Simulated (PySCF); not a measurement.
C3H10BO3 (SMILES COB(OC)[OH+]C), charge +1, singlet, at a GFN2-xTB geometry.

Input for PySCF:
```python
from pyscf import gto, scf, dft

mol = gto.Mole()
mol.atom = '''
    C     0.15683431    2.53425652   -0.34785853
    O    -0.53708415    1.31730493   -0.09618469
    B    -0.12483788    0.08001048    0.00055359
    O    -0.80250431   -1.02543469    0.18071736
    C    -2.22288310   -1.16389613    0.26844763
    O     1.38032908   -0.19975549   -0.13585076
    C     1.90550999   -1.52900677    0.09327589
    H     0.84460794    2.42826681   -1.18766603
    H     0.69494662    2.85168721    0.54740565
    H    -0.59875153    3.27995768   -0.59103949
    H    -2.71528689   -0.19472882    0.22236326
    H    -2.44643146   -1.65871481    1.21278740
    H    -2.54765464   -1.79182191   -0.56050416
    H     1.94869990    0.47036884    0.27633700
    H     2.91138608   -1.57342308   -0.32151260
    H     1.91459255   -1.77025310    1.15555638
    H     1.25538843   -2.22643081   -0.42914037
'''
mol.basis = '3-21g'
mol.charge = 1
mol.verbose = 4
mol.build()

mf = dft.RKS(mol)
mf.xc = 'revpbe'
mf.kernel()
```

### Question
What does this run give for the nuclear repulsion energy, number of basis functions, HOMO energy, Mulliken (on the basis functions themselves) charges in atom order, HOMO-LUMO gap?

### Answer

```yaml
nuclear_repulsion_energy: 325.2019 Eh
number_of_basis_functions: 83
HOMO energy: -11.20 eV
Mulliken (on the basis functions themselves) charges in atom order: C1 -0.41, O2 -0.49, B3 0.89, O4 -0.51, C5 -0.39, O6 -0.55, C7 -0.42, H8 0.24, H9 0.24, H10 0.29, H11 0.25, H12 0.26, H13 0.26, H14 0.46, H15 0.29, H16 0.28, H17 0.31
HOMO-LUMO gap: 6.29 eV
```
